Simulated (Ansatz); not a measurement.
Reaction (ligand exchange at the Si–C bond): `CC(F)([SiH3])Cl` + `[OH][Ge][F]` → `[F][Ge][O][SiH3]` + `CC(F)Cl`

Gas-phase electronic energies from Ansatz, PBE0-D4/def2-TZVP geometries. CBS: MP2 limit from def2 TZ/QZ plus the TZ coupled-cluster correction, frozen cores. Functionals use def2-TZVPP. HSE06 is defined as in plane-wave codes. For Ge outer-core shells are correlated without core-valence functions, which leaves a few kJ/mol of doubt a bond. Scalar relativity is left out up to krypton. Each species was taken in one conformer, which may not be the lowest.

Q: Is it downhill or uphill in electronic energy at CCSD(T)/CBS, and by how much? (Estimate.)

A: The calculation gave: Downhill: ΔE = -119.2 kJ/mol.

Q: What do these levels give: r2SCAN0-D4, HSE06-D4, CAM-B3LYP-D4, r2SCAN0, SCS-MP2/def2-TZVPP, CCSD(T)/def2-TZVPP? (An estimate is asked.)

A: Computed: r2SCAN0-D4 -121.0, HSE06-D4 -112.0, CAM-B3LYP-D4 -124.2, r2SCAN0 -121.9, SCS-MP2/def2-TZVPP -127.6, CCSD(T)/def2-TZVPP -121.2 kJ/mol.

Largest T1 diagnostic among the species: 0.015.

From BLYP to BHLYP (50 % exact exchange), in def2-TZVPP and without D4, ΔE moves by −16.1 kJ/mol. The D4 term adds +4.3 kJ/mol with B3LYP and +2.4 kJ/mol with PBE0; it sums over pairs of atoms, weighted by their polarisabilities, and B3LYP, whose exchange is more repulsive, gets the larger term.

B3LYP here is the variant with VWN-RPA as its local correlation; programs differ in this.
